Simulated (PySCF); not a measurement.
A GIAO shielding run with PySCF 2.14 (density fitting, non-relativistic, gas phase) on SMILES C=N[SiH2]C[SiH3], C2H9NSi2:

```
{"job": {"kind": "nmr", "xc": "KT2", "basis": "pcSseg-1", "pop": false}, "charge": 0, "multiplicity": 1}
C     -2.253345     0.034733     0.971177
N     -1.136388    -0.134335     0.412041
Si    -0.474058     0.821283    -0.906428
C      1.190199     1.457172    -0.334257
Si     2.183423     0.190725     0.653350
H     -2.990621     0.817080     0.684753
H     -2.566035    -0.615694     1.809976
H     -0.298005    -0.102589    -2.065508
H     -1.397804     1.938698    -1.306797
H      1.774604     1.769472    -1.216243
H      1.050330     2.354160     0.292784
H      1.617890     0.025161     2.023691
H      2.191471    -1.131958    -0.042103
H      3.601350     0.654180     0.784632
```

Hardware: 1 thread of an Arm Neoverse V1, shared host.

(1) How large is the calculation?

(2) How long does it take?

(3) And these other runs on the same molecule and hardware: GIAO shielding at B3LYP/pcSseg-1; GIAO shielding at B97-D/pcSseg-1; GIAO shielding at BLYP/pcSseg-1; GIAO shielding at BP86/pcSseg-1; GIAO shielding at HF/pcSseg-1; GIAO shielding at KT3/pcSseg-1?

Results:

(1) 56 electrons, 144 basis functions and 790 auxiliary functions.

(2) 20 s of wall time, with 16 SCF cycles. Times on a shared host scatter by some tens of per cent.

(3) B3LYP/pcSseg-1: 144 functions, 12 s; B97-D/pcSseg-1: 144 functions, 19 s; BLYP/pcSseg-1: 144 functions, 19 s; BP86/pcSseg-1: 144 functions, 19 s; HF/pcSseg-1: 144 functions, 6 s; KT3/pcSseg-1: 144 functions, 19 s.
